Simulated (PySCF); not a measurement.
Relaxation of singlet TeI₂

All numbers come from PySCF, PBE0, basis Te def2-TZVP with ECP28, I def2-TZVP with ECP28 (scalar-relativistic core potentials, no spin–orbit coupling, density fitting). A (50,194) grid was used.

A start displaced from a saddle point along its imaginary mode, of C2v symmetry, held to at least that symmetry:

```xyz
3
charge 0 multiplicity 1, angstrom
Te   -0.2388   -0.0740    0.0000
I     0.1222    0.0379    2.7927
I     0.1222    0.0379   -2.7927
```

Optimiser trace:
```json
{"step": "0", "E − E(last) (kJ/mol)": "134.00", "largest gradient (Eh/bohr)": "0.01624"}
{"step": "1", "E − E(last) (kJ/mol)": "99.18", "largest gradient (Eh/bohr)": "0.01523"}
{"step": "2", "E − E(last) (kJ/mol)": "66.56", "largest gradient (Eh/bohr)": "0.02150"}
{"step": "3", "E − E(last) (kJ/mol)": "29.95", "largest gradient (Eh/bohr)": "0.01883"}
{"step": "4", "E − E(last) (kJ/mol)": "7.29", "largest gradient (Eh/bohr)": "0.00494"}
{"step": "5", "E − E(last) (kJ/mol)": "0.39", "largest gradient (Eh/bohr)": "0.00455"}
{"step": "6", "E − E(last) (kJ/mol)": "0.03", "largest gradient (Eh/bohr)": "0.00133"}
{"step": "7", "E − E(last) (kJ/mol)": "0.00", "largest gradient (Eh/bohr)": "0.00008"}
{"step": "8", "E − E(last) (kJ/mol)": "0.00", "largest gradient (Eh/bohr)": "0.00001"}
```

It ends at C2v with Te–I 2.683 Å (×2); I–Te–I 101.9° (after a last refinement on a finer grid). The frequency run here used a shortcut that can spoil soft modes, so no verdict on minimum or saddle point is given. Other isomers or separated fragments may lie lower.

Final geometry:
Z-matrix (Å, degrees; charge 0 multiplicity 1):
```
Te
I  1 2.6827
I  1 2.6827 2 101.95
```

The relaxation took about 2.2 core-minutes on a shared host.
